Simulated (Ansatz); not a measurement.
```yaml
crystal:
  periodic: [false, false, false]
  atoms:
    - {symbol: D, position_ang: [-0.752265, 0.295886, -0.658552]}
    - {symbol: C, position_ang: [0.435302, 0.696687, -0.187520]}
    - {symbol: In, position_ang: [-0.282190, -1.943454, 1.018755]}
    - {symbol: H, position_ang: [-1.683333, 0.593231, -0.187910]}
    - {symbol: H, position_ang: [-0.839699, -0.271589, -1.578952]}
    - {symbol: H, position_ang: [0.521888, 1.307539, 0.703179]}
    - {symbol: H, position_ang: [1.363964, 0.444252, -0.685356]}
    - {symbol: H, position_ang: [1.328432, -1.179551, 1.520656]}
basis:
  gaussian: {orbitals: def2-TZVPP}
magnetization: {spin_polarized: true, initial_magnetization: 0}
hamiltonian: {xc: {name: RPBE}}
```

```sh
$ ansatz run in.yaml --threads 2 --pin off --events-out ev --progress --plain --max-ram 4352MiB
```

It prints (some lines left out):

```
Error: YAML parse error: error: line 4 column 16: `D` is not an element symbol (H … Og, case-exact)
 --> <input>:4:16
2 |   periodic: [false, false, false]
3 |   atoms:
4 |     - {symbol: D, position_ang: [-0.752265, 0.295886, -0.658552]}
5 |     - {symbol: C, position_ang: [0.435302, 0.696687, -0.187520]}
6 |     - {symbol: In, position_ang: [-0.282190, -1.943454, 1.018755]}
```

(1) What is wrong with this run?

## Answers

(1) An element symbol is wrong. The program refused the input.
